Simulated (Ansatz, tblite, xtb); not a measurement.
# How methods differ on C2H7BN2 (SMILES NB1CNC1)

The species is C2H7BN2 (12 atoms), meant as a singlet with charge 0. As SMILES, `NB1CNC1`. The coordinates come from a PBE0-D4/def2-TZVP relaxation.

```xyz
12

N    -1.4649    1.2865   -0.0881
B    -0.4241    0.3769   -0.0246
C     0.5452   -0.1671    1.1068
N     0.8580   -1.2712    0.1686
C     0.2682   -0.6334   -1.0323
H    -1.7759    1.8217    0.7046
H    -1.9877    1.4654   -0.9284
H     0.1546   -0.4994    2.0738
H     1.3887    0.5139    1.2980
H     1.8404   -1.5007    0.0914
H     1.0023   -0.1363   -1.6847
H    -0.3280   -1.3114   -1.6512
```

Quantity: the HOMO–LUMO gap, in eV. The values are calculated.

```
         level            kind  program  value (eV)
      GFN2-xTB  semi-empirical   tblite        4.23
      GFN0-xTB  semi-empirical      xtb        5.93
      GFN1-xTB  semi-empirical      xtb        4.67
    HF/cc-pVDZ    Hartree–Fock   Ansatz       14.34
 SVWN5/cc-pVDZ             LDA   Ansatz        4.18
  BLYP/cc-pVDZ             GGA   Ansatz        4.34
   PBE/cc-pVDZ             GGA   Ansatz        4.32
revPBE/cc-pVDZ             GGA   Ansatz        4.38
```

The values span 4.18 to 14.34 eV. Orbital gaps aren't excitation energies; they tend to grow with the share of exact exchange.
